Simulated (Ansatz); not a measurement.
The cluster ScAlN₂, relaxed as a singlet with RKS PBE0-D4/def2-TZVP in Ansatz, starting from the GFN1-xTB geometry. Force threshold 0.02 eV/Å.

The relaxation made no stability test and no search for a lower SCF solution. The structure comes from a short search, and lower isomers may exist.

Start:

| atom | x (Å) | y (Å) | z (Å) |
| --- | --- | --- | --- |
| Al1 | -0.995 | -0.580 | -0.171 |
| Sc2 | 1.117 | 0.665 | 0.179 |
| N3 | -0.768 | 0.879 | 0.989 |
| N4 | 0.646 | -0.964 | -0.996 |

```json
{"step": "1", "energy (eV)": "-30263.8416", "largest force component (eV/Å)": "2.654", "SCF passes": "22"}
{"step": "2", "energy (eV)": "-30264.4219", "largest force component (eV/Å)": "1.430", "SCF passes": "33"}
{"step": "3", "energy (eV)": "-30264.5143", "largest force component (eV/Å)": "0.736", "SCF passes": "26"}
{"step": "4", "energy (eV)": "-30264.5223", "largest force component (eV/Å)": "0.427", "SCF passes": "26"}
{"step": "5", "energy (eV)": "-30264.5258", "largest force component (eV/Å)": "0.011", "SCF passes": "25"}
```

Force components are those of the run's own axes.

End:

```xyz
4

Al   -0.9864   -0.5811   -0.1633
Sc    1.0831    0.6383    0.1792
N    -0.6809    0.7954    0.8799
N     0.5841   -0.8526   -0.8958
```

By distances, no bond broke or formed. The bond that changes most is Sc2–N3, from 2.06 to 1.90 Å (atoms count from 1).

No frequencies were taken in this run, so the end may be a saddle point.

It took 7.5 s on 4 threads of Arm Neoverse V2 on a shared host.
